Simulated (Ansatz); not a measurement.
Reading a saddle point

A first-order saddle point of HfH$_{2}$SF$_{4}$, closed shell, PBE0-D4/def2-TZVP, with one imaginary mode of 377i cm⁻¹:

```xyz
8
angstrom
Hf -0.6795 -0.3181 -0.3675
F 1.0701 -1.2848 0.5134
F -0.0880 -0.9272 -2.0587
F -1.9240 -1.4653 0.4729
F -1.7482 1.1446 -0.9299
H 1.2824 -0.2722 0.9718
S 0.7261 1.2759 1.2191
H 1.3610 1.8472 0.1789
```

Ansatz 0.2.0; basis: def2-TZVPP and def2-QZVPP; cores frozen in the correlated methods. Core potentials replace the inner electrons of the atoms past krypton. Extrapolation: Hartree–Fock as exp(−7.88 √X), correlation as X^−2.97.

Problem. Which contacts change along the imaginary mode, and what lies on either side? (Judge from chemistry; the calculation decides.)

Solution. By the calculation: The step is HfF₄ ([F][Hf]([F])([F])[F]) + H₂S → HfHSF₃ ([F][Hf]([F])([F])[SH]) + HF (still joined by a long Hf–F bond), with the molecules in contact on both sides. Shortening one way: Hf1–S7, F2–H6; lengthening the same way: Hf1–F2, H6–S7.
```tsv
pair	one side (Å)	saddle (Å)	other side (Å)
Hf1–S7	2.94	2.65	2.54
F2–H6	3.08	1.13	0.97
Hf1–F2	1.91	2.18	2.39
H6–S7	1.34	1.66	2.07
```

Problem. Which side is lower, and how far does the saddle lie above each? (Judge from chemistry; the value comes from the calculation.)

Solution. Computed: The side with Hf1–F2, H6–S7 short is lower by 90.7 kJ/mol; the saddle lies 103.2 kJ/mol above it and 12.5 kJ/mol above the other (CCSD(T) at an estimated basis limit (MP2 extrapolated from triple and quadruple zeta, plus CCSD(T) − MP2 in triple zeta); electronic energies).

The T1 diagnostic stays at or below 0.017.

Exchanges of this kind with a chalcogen hydride build sulfide and selenide films.

Labels in which every atom is bracketed show which atoms are joined, not bond orders.

For scale, one of the runs: CCSD(T)/def2-TZVPP, 250 basis functions, launched by `ansatz run in.yaml --threads 8 --pin off --events-out ev --progress --plain --max-ram 19148MiB`. Time: 3.3 min of wall clock on 8 CPU threads of an Arm Neoverse V2; the host was shared. Peak host memory: 6.6 GiB.
